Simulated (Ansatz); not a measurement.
Steps of a relaxation of BrH$_{3}$O$_{3}$Zr (`[OH][Zr]([OH])([OH])[Br]`) with RKS PBE0-D4/def2-TZVP.

```sh
$ ansatz run in.yaml --threads 4 --pin off --events-out ev --progress --plain --max-ram 10444MiB
```

```yaml
crystal:
  periodic: [false, false, false]
  atoms:
    - {symbol: O, position_ang: [-0.878950, 1.516830, -0.197060]}
    - {symbol: Zr, position_ang: [-0.102100, -0.044110, 0.472220]}
    - {symbol: O, position_ang: [-0.774150, -1.519550, -0.453260]}
    - {symbol: O, position_ang: [1.747680, 0.044700, 0.227450]}
    - {symbol: Br, position_ang: [-0.617300, -0.266160, 2.890440]}
    - {symbol: H, position_ang: [-0.935250, 1.954990, -1.051640]}
    - {symbol: H, position_ang: [-0.773520, -1.840940, -1.360290]}
    - {symbol: H, position_ang: [2.333590, 0.154230, -0.527860]}
basis:
  gaussian: {orbitals: def2-TZVP}
hamiltonian: {xc: pbe0, dispersion: d4}
relax: {f_tol: 0.005, max_steps: 150}
```

Positions (Å) and forces (eV/Å) along the path, 11 of 11 steps:

```xyz
8
step=1 energy=-77512.0372 eV
O    -0.879    1.517   -0.197   -0.670    1.695   -1.435
Zr   -0.102   -0.044    0.472   -0.445   -0.180    2.092
O    -0.774   -1.520   -0.453   -0.547   -1.508   -1.726
O     1.748    0.045    0.227    2.084    0.167   -0.989
Br   -0.617   -0.266    2.890   -0.181   -0.078    0.852
H    -0.935    1.955   -1.052   -0.163    0.098    0.390
H    -0.774   -1.841   -1.360   -0.161   -0.152    0.386
H     2.334    0.154   -0.528    0.084   -0.041    0.429
8
step=2 energy=-77512.2731 eV
O    -0.889    1.555   -0.240    0.196   -0.275   -0.110
Zr   -0.109   -0.047    0.512   -0.101   -0.042    0.478
O    -0.787   -1.546   -0.503    0.179    0.293   -0.060
O     1.796    0.044    0.195   -0.302    0.010   -0.198
Br   -0.651   -0.281    3.053    0.145    0.063   -0.682
H    -0.968    2.005   -1.081   -0.080    0.045    0.186
H    -0.794   -1.889   -1.397   -0.075   -0.076    0.176
H     2.402    0.160   -0.539    0.038   -0.019    0.210
8
step=3 energy=-77512.3188 eV
O    -0.887    1.558   -0.235    0.121   -0.120   -0.182
Zr   -0.105   -0.045    0.495   -0.040   -0.017    0.198
O    -0.793   -1.545   -0.500    0.115    0.150   -0.153
O     1.798    0.039    0.199   -0.119    0.020   -0.228
Br   -0.636   -0.274    2.982    0.032    0.014   -0.151
H    -0.999    2.033   -1.059   -0.074    0.045    0.169
H    -0.814   -1.926   -1.378   -0.070   -0.074    0.155
H     2.437    0.162   -0.504    0.036   -0.018    0.193
8
step=4 energy=-77512.3938 eV
O    -0.829    1.569   -0.283    0.004   -0.028    0.045
Zr   -0.095   -0.040    0.451    0.112    0.049   -0.534
O    -0.808   -1.502   -0.560    0.004    0.020    0.050
O     1.794    0.002    0.132   -0.039   -0.005    0.039
Br   -0.623   -0.269    2.913   -0.042   -0.018    0.210
H    -1.141    2.143   -0.978   -0.021    0.005    0.064
H    -0.881   -2.092   -1.305   -0.019   -0.018    0.059
H     2.583    0.189   -0.370    0.001   -0.005    0.068
8
step=5 energy=-77512.3684 eV rejected
O    -0.815    1.606   -0.310   -0.659    1.002   -0.915
Zr   -0.069   -0.029    0.331   -0.045   -0.021    0.235
O    -0.835   -1.507   -0.601   -0.194   -1.088   -0.982
O     1.825   -0.021    0.104    1.400    0.330   -0.568
Br   -0.599   -0.259    2.812    0.007    0.003   -0.033
H    -1.270    2.258   -0.883    0.636   -0.927    0.846
H    -0.960   -2.251   -1.227    0.168    1.027    0.900
H     2.722    0.203   -0.227   -1.314   -0.326    0.517
8
step=6 energy=-77512.4195 eV
O    -0.826    1.586   -0.301    0.011   -0.017   -0.008
Zr   -0.082   -0.035    0.390    0.044    0.020   -0.202
O    -0.817   -1.508   -0.583    0.010    0.016   -0.005
O     1.811   -0.004    0.115   -0.023    0.000   -0.010
Br   -0.610   -0.263    2.861   -0.018   -0.008    0.090
H    -1.201    2.201   -0.925   -0.015    0.004    0.045
H    -0.923   -2.168   -1.262   -0.013   -0.012    0.043
H     2.648    0.192   -0.295    0.004   -0.003    0.047
8
step=7 energy=-77512.4325 eV
O    -0.808    1.599   -0.333   -0.048    0.067   -0.038
Zr   -0.071   -0.030    0.339    0.018    0.010   -0.089
O    -0.823   -1.500   -0.621   -0.009   -0.016    0.003
O     1.821   -0.015    0.079    0.046    0.008   -0.001
Br   -0.601   -0.260    2.816    0.000    0.000    0.005
H    -1.263    2.248   -0.864    0.038   -0.062    0.066
H    -0.959   -2.240   -1.205   -0.002    0.005    0.022
H     2.704    0.198   -0.212   -0.044   -0.011    0.032
8
step=8 energy=-77512.4358 eV
O    -0.797    1.615   -0.348    0.015   -0.023    0.003
Zr   -0.063   -0.027    0.296   -0.009   -0.005    0.044
O    -0.839   -1.500   -0.641    0.012    0.024    0.006
O     1.833   -0.031    0.060   -0.025   -0.001   -0.005
Br   -0.590   -0.254    2.778    0.011    0.005   -0.051
H    -1.301    2.270   -0.822   -0.006    0.006    0.000
H    -0.974   -2.282   -1.168   -0.002   -0.008    0.000
H     2.730    0.208   -0.155    0.005    0.001    0.003
8
step=9 energy=-77512.4359 eV
O    -0.793    1.616   -0.352   -0.014    0.030   -0.012
Zr   -0.062   -0.027    0.292    0.003    0.001   -0.015
O    -0.840   -1.497   -0.646   -0.014   -0.027   -0.018
O     1.833   -0.033    0.055    0.035    0.000   -0.005
Br   -0.587   -0.252    2.765   -0.011   -0.005    0.051
H    -1.307    2.272   -0.812   -0.002    0.003   -0.001
H    -0.976   -2.288   -1.158   -0.002   -0.003   -0.001
H     2.732    0.209   -0.143    0.004    0.000    0.000
8
step=10 energy=-77512.4360 eV
O    -0.793    1.617   -0.353   -0.011    0.013   -0.008
Zr   -0.062   -0.027    0.290    0.000    0.000   -0.002
O    -0.841   -1.497   -0.648   -0.002   -0.016   -0.009
O     1.834   -0.034    0.053    0.020    0.006   -0.003
Br   -0.587   -0.252    2.768    0.000    0.000   -0.002
H    -1.309    2.274   -0.811    0.011   -0.014    0.009
H    -0.977   -2.290   -1.158    0.003    0.016    0.010
H     2.735    0.209   -0.141   -0.021   -0.006    0.004
8
step=11 energy=-77512.4360 eV
O    -0.793    1.617   -0.353    0.000    0.000    0.000
Zr   -0.062   -0.026    0.290    0.000    0.000    0.000
O    -0.840   -1.498   -0.648    0.000    0.000    0.000
O     1.834   -0.033    0.054    0.000    0.000    0.000
Br   -0.587   -0.253    2.767    0.000    0.000    0.000
H    -1.309    2.274   -0.811    0.000    0.000    0.000
H    -0.978   -2.290   -1.157    0.000    0.000    0.000
H     2.735    0.209   -0.141    0.000    0.000    0.000
```

Run time 55 s (4 threads of an Arm Neoverse V1 on a shared host); peak host memory 0.61 GiB.
